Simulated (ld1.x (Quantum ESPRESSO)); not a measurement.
**Ho (Z = 67), ultrasoft: configuration errors across variants**

- Element: Ho
- Generator: ld1.x (Quantum ESPRESSO) 7.5
- Type: ultrasoft
- Functional: BP86
- Relativity: scalar-relativistic
- Frozen core: [Kr] 4d10
- Valence charge: 21
- Reference configuration: 4f11 5s2 5p6 5d0 6s1 6p1
- Partial waves: 5s (bound): rcut 1.85, rcutus 2.25 bohr; 6s (bound): rcut 1.85, rcutus 2.25 bohr; 5p (bound): rcut 2.10, rcutus 2.65 bohr; 6p (bound): rcut 2.10, rcutus 2.65 bohr; 5d (bound, empty): rcut 2.70, rcutus 3.40 bohr; 5d channel at 1.25 Ry: rcut 2.70, rcutus 3.40 bohr; 4f (bound): rcut 0.75, rcutus 0.85 bohr; 4f channel at 1.15 Ry: rcut 0.75, rcutus 0.85 bohr
- Local potential: all-electron potential smoothed inside 2.95 bohr (lloc = -1)
- Core correction: none
- Augmentation charge: PSQ, radius 0.80 bohr

All-electron excitation energies from the reference (eV): (1) 4f11 5s2 5p6 5d0 6s2 6p0 -2.781; (2) 4f11 5s2 5p6 5d0 6s1 6p0 3.702; (3) 4f11 5s2 5p6 5d0 6s0 6p0 15.528.

Errors AE − PS in meV (a dash: test not solved or not reliable):

```tsv
change	(1)	(2)	(3)	bound ghosts
base	+1.1	-1.2	-5.2	none
core correction a·sin(br)/r model core inside 0.36 bohr	+1.1	-1.2	-5.8	none
core correction a·sin(br)/r model core inside 0.48 bohr	+1.1	-1.2	-5.8	none
core correction a·sin(br)/r model core inside 0.54 bohr	+1.1	-1.2	-5.8	none
core correction a·sin(br)/r model core inside 0.64 bohr	+1.1	-1.2	-5.7	none
core correction a·sin(br)/r model core inside 0.74 bohr	+1.1	-1.2	-5.7	none
core correction a·sin(br)/r model core inside 0.92 bohr	+1.0	-1.2	-5.6	none
core correction a·sin(br)/r model core inside 1.00 bohr	+1.1	-1.2	-5.5	none
```

Problem. Give the same row for: core correction a·sin(br)/r model core inside 0.84 bohr.

Solution. +1.1, -1.2, -5.6; bound ghosts: none.
